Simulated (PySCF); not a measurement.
beryllium atom (Be), singlet. Base run: PySCF with PBE0/def2-TZVP, polarisability.

Here is a job for PySCF.
```python
from pyscf import gto, scf, dft
from pyscf.prop import polarizability

mol = gto.Mole()
mol.atom = '''
    Be    0.00000000    0.00000000    0.00000000
'''
mol.basis = 'def2-tzvp'
mol.verbose = 4
mol.build()

mf = dft.RKS(mol)
mf.xc = 'pbe0'
mf.kernel()
alpha = mf.Polarizability().polarizability()[2, 2]
print('alpha_zz =', alpha)
```

Variants of this job, named by their change:

| change | alpha_zz (bohr³) | basis functions |
|---|---|---|
| base | 42.15 | 19 |
| basis = 6-31G* | 36.54 | 14 |
| functional = pbe | … | 19 |
| finite field (a.u.) = 0.05; conv_tol = 1e-11 | 42.33 | 19 |
| basis = 6-31+G* | 43.14 | 18 |
| finite field (a.u.) = 0.005; conv_tol = 1e-11 | 42.16 | 19 |
| finite field (a.u.) = 2e-4; conv_tol = 1e-6 | 40.98 | 19 |
| basis = def2-SVP | 43.52 | 9 |
| basis = STO-3G | 19.04 | 5 |
| functional = camb3lyp | 42.06 | 19 |
| basis = 6-31G | 36.54 | 9 |
| functional = lda,vwn | … | 19 |

Fill in the missing entries.


- functional = pbe, alpha_zz (bohr³): 41.88
- functional = lda,vwn, alpha_zz (bohr³): 42.51

Finite-field rows take the second difference of the energy in a field along z; a small field with loose convergence shows SCF noise divided by the square of the field, and a large one adds hyperpolarisability.
